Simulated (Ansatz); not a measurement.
Computed with Ansatz on PBE0-D4/def2-TZVP structures; ΔE is electronic, products minus reactants. CBS: MP2 limit from def2 TZ/QZ plus the TZ coupled-cluster correction, frozen cores. DFT in def2-TZVPP. Each species was taken in one conformer, which may not be the lowest.

`SC1=C[SiH2]1` → `C1=CS[SiH2]1`  (isomerisation)

```
       species  r2SCANh-D4 energy (Eh)
`SC1=C[SiH2]1`              -766.17635
`C1=CS[SiH2]1`              -766.22826
```

Q: Work out ΔE.

A: ΔE = (-766.22826) − (-766.17635) = -0.05191 Eh = -1.41 eV. CCSD(T)/CBS gives -1.50 eV.

Largest T1 diagnostic among the species: 0.014.

At CCSD(T), def2-SVP lies +0.14 eV from the extrapolated value and def2-TZVPP +0.03 eV. From PBE to PBE0 (25 % exact exchange), in def2-TZVPP and without D4, ΔE moves by −0.06 eV.
